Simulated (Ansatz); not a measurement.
Geometry optimisation, RKS B3LYP-D4/def2-SVP (Ansatz).

Input file:

```yaml
crystal:
  periodic: [false, false, false]
  atoms:
    - { symbol: In, position_ang: [-0.004183, 0.234647, -0.064494] }
    - { symbol: Cl, position_ang: [-0.004156, 0.402692, 2.348591] }
    - { symbol: Cl, position_ang: [2.047305, 0.283913, -1.173903] }
    - { symbol: Cl, position_ang: [-2.061102, 0.23738, -1.16526] }
    - { symbol: Br, position_ang: [0.124216, -3.314796, 1.321046] }
    - { symbol: H, position_ang: [0.08842, -2.163635, 2.289921] }
basis:
  gaussian: { orbitals: def2-SVP }
hamiltonian:
  xc: b3lyp
  dispersion: d4
relax:
  f_tol: 0.03
  max_steps: 50
```

Run as:

```bash
$ ansatz run input.yaml --threads 4 --pin off --max-ram 5120MiB --backend cpu --events-out ev --progress --plain --runs-dir out
```

Question: Where does it end, and by what steps?

Answer: The forces met the threshold. After 7 steps the energy has fallen by 0.240 eV; Br5 moved furthest, 0.56 Å. Joined: In1–Br5 (3.81 → 2.99 Å).

```tsv
step	energy less start (eV)	largest force component (eV/Å)	accepted
0	0.0000	1.252	yes
1	-0.1237	0.335	yes
2	-0.1963	0.276	yes
3	-0.2310	0.242	yes
4	-0.2369	0.102	yes
5	-0.2386	0.035	yes
6	-0.2389	0.054	yes
7	-0.2400	0.024	yes
```

```xyz
6
Properties=species:S:1:pos:R:3
In 0.013 -0.013 0.079
Cl 0.013 0.473 2.408
Cl 2.045 0.140 -1.079
Cl -2.035 0.041 -1.059
Br 0.083 -2.861 0.991
H 0.072 -2.100 2.216
```

Whether the end is a true minimum wasn't checked by a vibrational analysis.

Run time: 22 s on 4 threads of Arm Neoverse V1, with other jobs on the host, peak memory 0.35 GiB.
